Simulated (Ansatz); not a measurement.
n-GeSiSiH8 (Si2GeH8), 11 atoms. Hardware: 2 threads of Intel Xeon Platinum 8488C on a shared host.

Correlated methods freeze 19 core orbitals; core or outer-core shells of Ge are correlated, in sets that lack core-valence functions.

**Question.** How many basis functions does each of these Ansatz runs have, and roughly what does it cost? PBE0-D4/def2-SVP, charge 0 singlet, energy with a search over starts; PBE-D4/def2-SVP, charge 0 singlet, energy, from earlier orbitals; RPA@PBE/def2-TZVP, charge 0 singlet, energy, from earlier orbitals; r2SCAN-D4/def2-TZVP, charge 0 singlet, energy, from earlier orbitals; PBE0-D4/def2-SVP, charge 0 singlet, energy, from earlier orbitals; HF/STO-3G, charge 0 singlet, energy; PBE-D4/def2-TZVP, charge 0 singlet, energy and forces, from earlier orbitals; CAM-B3LYP-D4/def2-TZVP, charge 0 singlet, energy, from earlier orbitals; PBE0-D4/def2-TZVP, charge 0 singlet, energy, from earlier orbitals; ωB97X-V/def2-TZVP, charge 0 singlet, energy, from earlier orbitals; CCSD(T)/def2-TZVP, charge 0 singlet, energy, from earlier orbitals; PBE-D4/def2-SVP, charge 0 singlet, relaxation, 14 steps.

**Answer.** Other jobs shared the machine, so times can vary by a factor of up to 3. A dash marks memory too small to be measured apart from the calling script's.

```
                                                                         run  functions  fitting or Cholesky vectors  wall time  peak host memory (GiB)
                                         HF/STO-3G, charge 0 singlet, energy         44                          475      0.3 s                       –
            PBE-D4/def2-SVP, charge 0 singlet, energy, from earlier orbitals        108                         1207      1.2 s                       –
           PBE0-D4/def2-SVP, charge 0 singlet, energy, from earlier orbitals        108                         1064      1.9 s                       –
PBE-D4/def2-TZVP, charge 0 singlet, energy and forces, from earlier orbitals        170                         1214      2.7 s                       –
        PBE0-D4/def2-SVP, charge 0 singlet, energy with a search over starts        108                         1064      3.4 s                       –
          PBE0-D4/def2-TZVP, charge 0 singlet, energy, from earlier orbitals        170                         1289      3.6 s                       –
        r2SCAN-D4/def2-TZVP, charge 0 singlet, energy, from earlier orbitals        170                         1214      3.6 s                       –
     CAM-B3LYP-D4/def2-TZVP, charge 0 singlet, energy, from earlier orbitals        170                         1263        4 s                       –
          RPA@PBE/def2-TZVP, charge 0 singlet, energy, from earlier orbitals        170                         1164      4.1 s                       –
          ωB97X-V/def2-TZVP, charge 0 singlet, energy, from earlier orbitals        170                         1245        8 s                       –
                     PBE-D4/def2-SVP, charge 0 singlet, relaxation, 14 steps        108                         1207       29 s                       –
          CCSD(T)/def2-TZVP, charge 0 singlet, energy, from earlier orbitals        170                         1164       33 s                     1.4
```
